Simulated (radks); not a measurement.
Species: B II. Configuration: [He] 2s2.

All-electron calculation, scalar-relativistic Kohn-Sham, Slater X-alpha with alpha = 0.888, spin-polarised, spherical densities, point nucleus. Program: a radial shooting solver on a logarithmic mesh with Libxc functionals.

Energy parts (hartree):
part                 energy
total             -24.80347
kinetic            24.81823
electron-nucleus  -55.31746
Hartree             9.79912
exchange           -4.10336

Orbitals (lengths in bohr, moments of r in powers of bohr; <r^-3> diverges for s and p1/2; r(max) is where P^2 peaks):
orbital,occ.,eigenvalue (hartree),<r^-3>,r(max),<r>,<1/r>
1s,2,-7.42392,-,0.2089,0.3250,4.702
2s,2,-0.76215,-,1.409,1.728,0.8298

The highest occupied level is 2s at -20.739 eV. Summed over all electrons, <r^2> = 7.350 bohr^2, which gives a Langevin (diamagnetic) susceptibility term of -5.82 x 10^-6 cm^3/mol.
